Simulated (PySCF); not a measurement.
## Orbital picture of BeH

BHandHLYP at R = 1.355 Å; Be def2-TZVPP, H def2-TZVPP; no relativity (PySCF 2.14). State: ²Σ⁺ (doublet), unpaired electrons σ ↑. Only the outer orbitals are listed, counted within each symmetry.

```json
{"spin": "α", "orbital": "2σ", "occ.": "1", "ε (eV)": "-11.04", "on Be (%)": "45", "main shells (%)": "54 H s, 34 Be s, 10 Be p"}
{"spin": "α", "orbital": "3σ", "occ.": "1", "ε (eV)": "-6.56", "on Be (%)": "95", "main shells (%)": "48 Be p, 47 Be s"}
{"spin": "α", "orbital": "1π", "occ.": "0", "ε (eV)": "-0.31", "on Be (%)": "99", "main shells (%)": "99 Be p"}
{"spin": "α", "orbital": "1π", "occ.": "0", "ε (eV)": "-0.31", "on Be (%)": "99", "main shells (%)": "99 Be p"}
{"spin": "α", "orbital": "4σ", "occ.": "0", "ε (eV)": "1.40", "on Be (%)": "103", "main shells (%)": "101 Be s"}
{"spin": "β", "orbital": "2σ", "occ.": "1", "ε (eV)": "-10.48", "on Be (%)": "50", "main shells (%)": "50 H s, 33 Be s, 16 Be p"}
{"spin": "β", "orbital": "3σ", "occ.": "0", "ε (eV)": "-1.14", "on Be (%)": "97", "main shells (%)": "60 Be s, 36 Be p"}
{"spin": "β", "orbital": "1π", "occ.": "0", "ε (eV)": "0.09", "on Be (%)": "100", "main shells (%)": "100 Be p"}
{"spin": "β", "orbital": "1π", "occ.": "0", "ε (eV)": "0.09", "on Be (%)": "100", "main shells (%)": "100 Be p"}
```

Question: Which are the highest filled and the lowest empty level, where do they sit, and how wide is the gap?

Answer: Highest filled α 3σ at -6.56 eV (in %: 48 Be p, 47 Be s); lowest empty β 3σ at -1.14 eV (in %: 60 Be s, 36 Be p); the gap at BHandHLYP is 5.42 eV.

The bond order (Mayer) is 0.97. The ⟨S²⟩ is 0.752. The charge on Be (Mulliken, basis-dependent) is 0.10, the charge on Be (Löwdin, basis-dependent) is 0.15 and the dipole moment (positive dipole means Be(−)H(+)) is -0.29 D.

Shares are Mulliken populations and can fall outside 0 to 100 %.

The state was picked by a PBE0 search and need not be the measured ground state.
